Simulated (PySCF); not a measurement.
Ligands exchanged one at a time, Sn Br-C2H5. Isolated molecules, 0 K electronic values unless said otherwise. One relaxed conformer stands for each flexible species; it need not be the lowest. Strings in code marks are SMILES.

Calculation: PBE-D3(BJ)/def2-TZVP // B3LYP-D3(BJ)/def2-SVP run with PySCF 2.14.0. Excitations are Tamm–Dancoff values on a coarser integration grid. The basis has no diffuse functions, so Rydberg states are missing or too high.

```tsv
species	LUMO (eV)	S1 excitation (TDA) (eV)	HOMO–LUMO gap (eV)	S1 oscillator strength
0 of 4 Br replaced by C2H5 (`[Br][Sn]([Br])([Br])[Br]`)	-4.58	3.17	3.03	0.000
2 of 4 Br replaced by C2H5 (`C[CH2][Sn]([Br])([Br])[CH2]C` (C–C–Sn–Br torsion 165°, Br–Sn–C–C torsion -58°))	-2.25	4.67	4.28	0.069
4 of 4 Br replaced by C2H5 (`C[CH2][Sn]([CH2]C)([CH2]C)[CH2]C`)	-0.27	5.70	5.56	0.021
```
